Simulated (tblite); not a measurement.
Compound: C₃H₉ClOSi₃.
SMILES with atom numbers: `[CH2:1]=[C:2]1[SiH2:3][O:4][Si@:5]([CH3:6])([Cl:7])[SiH2:8]1` (hydrogens: H9, H10 on C1; H11, H12 on Si3; H13, H14, H15 on C6; H16, H17 on Si8)

The geometry is computed with GFN2-xTB (gas phase).

(1) Give the optimised bond lengths and angles.

## Answers

(1) 
```
                  bond  length (Å)   order
                 C1=C2       1.329  double
                C2–Si3       1.900  single
                Si3–O4       1.635  single
                O4–Si5       1.644  single
                Si5–C6       1.900  single
               Si5–Cl7       2.028  single
               Si5–Si8       2.313  single
                C2–Si8       1.910  single
                 C1–H9       1.081  single
                C1–H10       1.080  single
               Si3–H11       1.460  single
               Si3–H12       1.459  single
C6–H13, C6–H14, C6–H15       1.086  single
               Si8–H16       1.471  single
               Si8–H17       1.470  single
```

Bonds in one row agree within 0.01 Å and their mean is given. Orders are formal, as drawn. A selection of angles:
```
      angle  degrees
   C2–C1–H9    122.3
  C2–C1–H10    122.4
  H9–C1–H10    115.3
  C1–C2–Si3    123.3
  C1–C2–Si8    123.7
 Si3–C2–Si8    112.9
  C2–Si3–O4    102.6
 C2–Si3–H11    113.0
 C2–Si3–H12    113.4
 O4–Si3–H11    106.7
 O4–Si3–H12    105.3
H11–Si3–H12    114.4
 Si3–O4–Si5    129.8
  O4–Si5–C6    106.3
 O4–Si5–Cl7    105.1
 O4–Si5–Si8     97.7
 C6–Si5–Cl7    107.7
 C6–Si5–Si8    121.4
Cl7–Si5–Si8    116.3
 Si5–C6–H13    111.0
 H13–C6–H14    107.7
Si5–Si8–H16    115.5
Si5–Si8–H17    116.8
 C2–Si8–Si5     96.5
 C2–Si8–H16    110.0
 C2–Si8–H17    109.4
H16–Si8–H17    108.0
```

Torsions: C1–C2–Si3–O4 173° (antiperiplanar); C2–Si3–O4–Si5 6° (synperiplanar); Si3–O4–Si5–C6 -128° (anticlinal); O4–Si5–Si8–C2 -2° (synperiplanar); C1–C2–Si8–Si5 -174° (antiperiplanar).

Si3 (oxygen-bound silicon) is distorted tetrahedral (angles from 102.6° to 114.4°). The 5-membered ring C2–Si3–O4–Si5–Si8 has internal angles of 96.5° to 129.8°; it is slightly puckered (a soft mode that the optimisation may not have finished), 0.03 Å rms from its mean plane, widest ring torsion 7°. Si8 (SiH2 silicon) has angles from 96.5° to 116.8°. Si5 (chlorine-bound silicon) is distorted tetrahedral (angles from 97.7° to 121.4°).

Point group: C1 (no symmetry element, even within 0.4 Å). Its GFN2-xTB frequencies are all real (lowest 32 cm⁻¹).
